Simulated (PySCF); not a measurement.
Bonds (- single, = double, # triple, : aromatic): N1=C2, C2-C3, C3-C4, C4-C5, C5=C6, C6-C7, C7=O8, C7-C9, C9-C3. N1 carries H10; C2 carries H11; C3 carries H12; C4 carries H13, H14; C5 carries H15; C6 carries H16; C9 carries H17, H18. Stereochemistry as in [H]/N=C/[C@H]1CC=CC(=O)C1. H13, H18 are cis to C2 on the ring; H14, H17 are trans to C2 on the ring.

Computational details: GFN2-xTB structure, PBE0/pcSseg-1 with gauge-including orbitals, in PySCF (single conformer, isolated molecule, no relativistic terms).

Q: List the cross peaks expected in HSQC, COSY and HMBC spectra.

A: 

HSQC (one-bond C–H):
```tsv
δH	δC
8.63 (H11)	177.7 (C2)
7.14 (H15)	155.2 (C5)
6.28 (H16)	137.9 (C6)
2.97 (H14)	34.3 (C4)
2.85 (H12)	49.6 (C3)
2.80 (H17)	45.1 (C9)
2.59 (H18)	45.1 (C9)
2.44 (H13)	34.3 (C4)
```

COSY cross peaks (H two or three bonds apart, from the bond graph; peaks can be absent where the dihedral angle is near 90°):
```tsv
δH	δH
8.63 (H11)	2.85 (H12)
7.14 (H15)	6.28 (H16)
7.14 (H15)	2.97 (H14)
7.14 (H15)	2.44 (H13)
2.97 (H14)	2.85 (H12)
2.97 (H14)	2.44 (H13)
2.85 (H12)	2.80 (H17)
2.85 (H12)	2.59 (H18)
2.85 (H12)	2.44 (H13)
2.80 (H17)	2.59 (H18)
```

HMBC (two and three bonds, from the bond graph):
```tsv
δH	δC
8.63 (H11)	49.6 (C3), 45.1 (C9), 34.3 (C4)
7.14 (H15)	200.8 (C7), 137.9 (C6), 49.6 (C3), 34.3 (C4)
6.28 (H16)	200.8 (C7), 155.2 (C5), 45.1 (C9), 34.3 (C4)
2.97 (H14)	177.7 (C2), 155.2 (C5), 137.9 (C6), 49.6 (C3), 45.1 (C9)
2.85 (H12)	200.8 (C7), 177.7 (C2), 155.2 (C5), 45.1 (C9), 34.3 (C4)
2.80 (H17)	200.8 (C7), 177.7 (C2), 137.9 (C6), 49.6 (C3), 34.3 (C4)
2.59 (H18)	200.8 (C7), 177.7 (C2), 137.9 (C6), 49.6 (C3), 34.3 (C4)
2.44 (H13)	177.7 (C2), 155.2 (C5), 137.9 (C6), 49.6 (C3), 45.1 (C9)
```

Scale: $^{1}$H and $^{13}$C vs TMS (reference shieldings calculated alike).

Short H···H contacts in this conformer between protons four or more bonds apart (candidates for NOE cross peaks, intensity ∝ r⁻⁶): H14···H17 2.64 Å.

OH and NH positions are those of a molecule without intermolecular hydrogen bonds; in solution they move with solvent, concentration and temperature, and exchange usually removes their couplings. Shifts are as computed. Against solution values, carbons near 30 ppm lie about +3 ppm off and those near 130 ppm about +5 ppm. Of 1211 compounds with measured shifts, 218 miss one by over three times the rms of a fit or turn the order of signals round; such compounds aren't used in these exercises.
